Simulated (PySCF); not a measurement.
Vertical excitations of a molecule C4H6Si from TDA-PBE/def2-SVPD (PySCF), as energy in eV (oscillator strength): 4.53 (0.079), 5.24 (0.000), 5.48 (0.007), 5.70 (0.050), 5.90 (0.007), 5.97 (0.000), 6.59 (0.072), 6.67 (0.000), 6.75 (0.000), 6.96 (0.007). Lowest triplet (TDA): 2.67 eV. Geometry optimised at TPSSh-D3(BJ)/def2-SVP. Other conformers were not sampled.

Task: Which structure fits?
A) C#C[SiH2]C=C
B) C1=C[SiH2]C=C1
C) C#CC(=C)[SiH3]
D) C=CC#C[SiH3]

Result: B, C1=C[SiH2]C=C1
